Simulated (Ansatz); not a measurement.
Total energies of the cluster Mg4O4 (the lowest singlet isomer of a short search) from Ansatz at PBE0-D4/def2-TZVP, gas phase (1 Eh = 27.2114 eV = 2625.5 kJ/mol). The reference geometry is relaxed at PBE-D4/def2-SVP.

```
atom   x (Å)   y (Å)   z (Å)
 Mg1  -1.688  -1.017   1.060
 Mg2   0.175   1.463   1.684
 Mg3  -0.175  -1.463  -1.684
 Mg4   1.688   1.017  -1.060
  O5  -1.208   0.356   2.191
  O6   1.488   1.981   0.499
  O7   1.208  -0.356  -2.191
  O8  -1.488  -1.981  -0.498
```

```
                 state                    geometry  energy (Eh)
      charge 0 singlet                   reference  -1100.89286
      charge 1 doublet                   reference  -1100.58627
      charge 0 triplet  relaxed at PBE-D4/def2-SVP  -1100.76111
      charge 0 quintet  relaxed at PBE-D4/def2-SVP  -1100.75209
free Mg atom (singlet)                           –   -199.96078
 free O atom (triplet)                           –    -75.01860
```

Problem. Work out the vertical ionisation energy to the doublet.

Solution. E(charge 1 doublet) − E(charge 0 singlet) = -1100.58627 − (-1100.89286) = 0.30659 Eh = 8.34 eV. For comparison, −ε of the highest occupied level is 6.77 eV at this level, 1.57 eV less.

Problem. Which of the charge 0 states is lowest, and how far above it are the others?

Solution. The singlet. triplet: -1100.76111 − (-1100.89286) = 0.13175 Eh = 345.9 kJ/mol; quintet: -1100.75209 − (-1100.89286) = 0.14077 Eh = 369.6 kJ/mol. The quintet differs in its bonds from the reference.

Problem. What is the binding energy per atom against free atoms?

Solution. Atoms: 4 × (-199.96078) + 4 × (-75.01860) = -1099.91752 Eh. Binding: -1099.91752 − (-1100.89286) = 0.97534 Eh = 26.54 eV, or 3.32 eV for each of 8 atoms (no zero-point energy, no counterpoise term).

The structure comes from a short search, and lower isomers may exist.
